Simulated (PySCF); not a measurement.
A structure optimised at PBE-D3(BJ)/def2-SVP, used in a PySCF frequency run:

```xyz
5

Os     0.0000     0.0000     0.0000
O     -0.9932     0.9932    -0.9932
O      0.9932     0.9932     0.9932
O      0.9932    -0.9932    -0.9932
O     -0.9932    -0.9932     0.9932
```
Charge 0, spin multiplicity 1.

Question: Write its SMILES, formula and point group.

Answer: [O]=[Os](=[O])(=[O])=[O], O₄Os, Td

Question: What are its rotational constants (standard atomic weights)?

Answer: 4.0024, 4.0024, 4.0024 GHz
